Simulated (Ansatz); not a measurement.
`BBC[SiH3]` + `[NH2][GeH3]` → `[SiH3][NH][GeH3]` + `BBC` at 700 K and 1 bar (ligand exchange at the Si–C bond).

Isolated molecules relaxed with PBE0-D4/def2-TZVP in Ansatz; ΔE leaves out vibrations. CBS: MP2 limit from def2 TZ/QZ plus the TZ coupled-cluster correction, frozen cores. For Ge outer-core shells are correlated without core-valence functions, which leaves a few kJ/mol of doubt a bond. Scalar relativity is left out up to krypton. One conformer a species, not always the lowest.

```tsv
species	CCSD(T)/CBS energy (Eh)	H − E (kJ/mol)	S (J/(mol·K))
`BBC[SiH3]`	-381.48606	304.4	470.3
`[NH2][GeH3]`	-2133.81884	177.8	349.1
`[SiH3][NH][GeH3]`	-2424.11992	242.6	454.5
`BBC`	-91.20122	237.7	381.9
```

H − E and S are ideal-gas, rigid-rotor, harmonic terms from PBE0-D4/def2-TZVP, for one conformer and one mirror image of each species. 1 Eh = 2625.50 kJ/mol, R = 8.31446 J/(mol·K).

Task: By hand: ΔE, ΔH, ΔS and ΔG.

Result: ΔE = (-2424.11992) + (-91.20122) − (-381.48606) − (-2133.81884) = -0.01624 Eh = -42.6 kJ/mol. Δ(H − E) = 242.6 + 237.7 − 304.4 − 177.8 = -1.9, so ΔH = -44.5 kJ/mol. ΔS = 454.5 + 381.9 − 470.3 − 349.1 = 17.0 J/(mol·K). ΔG = -44.5 − 700 × (17.0)/1000 = -56.4 kJ/mol.

Task: By hand: the equilibrium constant, and the temperature at which ΔG would vanish if ΔH and ΔS stayed fixed.

Result: log₁₀ K = −ΔG/(RT ln 10) = 4.2. ΔH and −TΔS have one sign here, so there is no such temperature.

ΔH outweighs TΔS. A doubt of 5 kJ/mol in ΔE shifts log₁₀ K by 0.4 here. Other conformers and mirror images would add mixing entropy, several J/(mol·K) or more a flexible species. Modes under 60 cm⁻¹, often nearly free rotors, make the harmonic entropy too high. These are equilibria of isolated gas molecules and say nothing of rates. Largest T1 diagnostic: 0.012 (customary marks: 0.02 for closed shells, 0.045 for open ones).
